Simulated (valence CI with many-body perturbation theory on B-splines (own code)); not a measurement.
Results of a calculation; reference values are marked as such.
**Ru⁴⁺: what the settings do**

Level of theory: configuration interaction combined with many-body perturbation theory (CI+MBPT): four valence electrons over a frozen Dirac-Fock core [Kr], radial functions for each j: 6 s, 6 p, 5 d, 5 f, 1 g, with the one-electron correlation potential Σ1 (screened to all orders), the two-electron term Σ2, the three-electron term Σ3, Breit, model QED; selected single and double excitations, second order for the rest, scaled by the run's own slope (own B-spline code, finite nucleus).

No measured spectrum was set against this ion. As an estimate, terms of the open shell hold to 2 to 4 % of their energy, and close levels can change places; different configurations can be misplaced against each other by 1,000 to 8,000 cm⁻¹. Only levels of the ground parity were solved; by the run's estimate the other parity begins above the list, which can be wrong where configurations are misplaced.

The reference run has the lowest level 4d4 5D_0 and an ionisation energy of 60.0130 eV. Its largest variational space holds 9986 state functions.

Names give the largest LS component (configuration and term), which can be under half, so a name can repeat, a term be missing and a line seem to break the LS rules; names also repeat where a configuration has a term twice.

Changed runs:
A. three-electron term on → off
B. cutoff of virtual states (hartree) 3872 → 240
C. size limit of the variational space 10000 → 1500; scale of Σ2 1 → 0; second order for the rest on → off
D. logarithmic knot step 0.27 → 1.1 (bad on purpose)

Excitation energies of the reference run in cm⁻¹, and shifts in cm⁻¹:

```csv
Level,Reference,A,B,C,D
4d4 5D_1,498,-1.1,-1.1,+428,+31
4d4 5D_2,1332,-1.5,-2.6,+1600,+78
4d4 5D_3,2374,-1.3,-4.3,+1673,+130
4d4 5D_4,3553,-0.5,-5.8,+1750,+186
4d4 3P_0,17231,+6.2,-1.0,-1305,+471
4d4 3H_4,17283,+130,-1.6,+4604,+290
4d4 3H_5,18448,+96,-4.1,+3482,+370
4d4 3H_6,19402,+91,-5.5,+2621,+422
4d4 3P_1,19703,-84,-5.2,-484,+638
4d4 3F_3,20201,+186,-3.4,+3127,+390
4d4 3F_2,20696,+131,-5.0,+2408,+497
4d4 3F_4,21016,+158,-5.8,+3283,+472
Ionisation energy (eV),60.0130,+0.0170,-0.0138,-0.9904,+1.2024
```
